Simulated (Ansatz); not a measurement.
Molecule: CoI2, net charge 0, quartet state. The spin state was set by rule; other spins were not relaxed. 
Geometry from a B3LYP-D3(BJ)/def2-TZVP (Ansatz, a quantum-chemistry and plane-wave program) optimisation:
SMILES: [I][Co][I]
```xyz
3

Co     0.0000     0.0000     0.0000
I      0.0000     0.0000    -2.4310
I      0.0000     0.0000     2.4310
```
Charge 0, spin multiplicity 4.

Parts of the frozen-core correlation energy in def2-SVPD (Ansatz, hartree). Frozen orbitals: 27; correlated occupied orbitals by spin: 13 and 10; virtual: 64 and 67. UHF or UKS for open shells. No spin-orbit coupling. Past Kr the def2 sets carry scalar-relativistic core potentials.

```
term                             value
-------------------------  -----------
reference (HF)             -1974.66875
MP2 opposite-spin             -0.23656
MP2 same-spin                      [?]
CCSD correlation                   [?]
(T)                                [?]
T1 diagnostic                    0.032
largest doubles amplitude        0.034
<S^2> of the reference           3.759
```

Fill in the missing entries.


- MP2 same-spin, value: -0.12036
- CCSD correlation, value: -0.38359
- (T), value: -0.01238
